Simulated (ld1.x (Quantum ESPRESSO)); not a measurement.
# Transferability test, TM potential for neon

ld1.x (Quantum ESPRESSO) 7.5 input, shortened:

```
&input
   title='Ne', zed=10., rel=1, dft='PBE', iswitch=3,
   config='[He] 2s2 2p5'
 /
 &inputp
   pseudotype=2, tm=.true., lloc=1,
   nlcc=.true., new_core_ps=.true., rcore=0.55
 /
2
2S  1  0   2.00   0.00  0.75  0.75  0.0
2P  2  1   5.00   0.00  0.95  0.95  0.0
 &test
   configts(1)='2s2 2p5'
 /
```

Energies are relative to the spin-unpolarised reference configuration 2s2 2p5; without spin polarisation the order of configurations can differ from experiment. The frozen-core shift is the all-electron ΔE with the core orbitals held at their reference shape minus the fully relaxed ΔE.

| valence configuration | charge | ΔE all-electron (eV) | error AE − PS (meV) | frozen-core shift (meV) |
| --- | --- | --- | --- | --- |
| 2s2 2p4 | +2 | 43.268 | -0.2 | +0.3 |
| 2s2 2p3 | +3 | 110.699 | +60 | +2.3 |
| 2s2 2p5.5 | +0.5 | -13.608 | -0.2 | 0.0 |
| 2s2 2p2 | +4 | 205.328 | +342 | +9.2 |
| 2s1 2p6 | +1 | 23.407 | +28 | +0.5 |

(1) What are ΔE and the potential's error for 2s2 2p6?

## Answers

(1) ΔE = -22.475 eV all-electron; the error (AE − PS) is -4.1 meV.
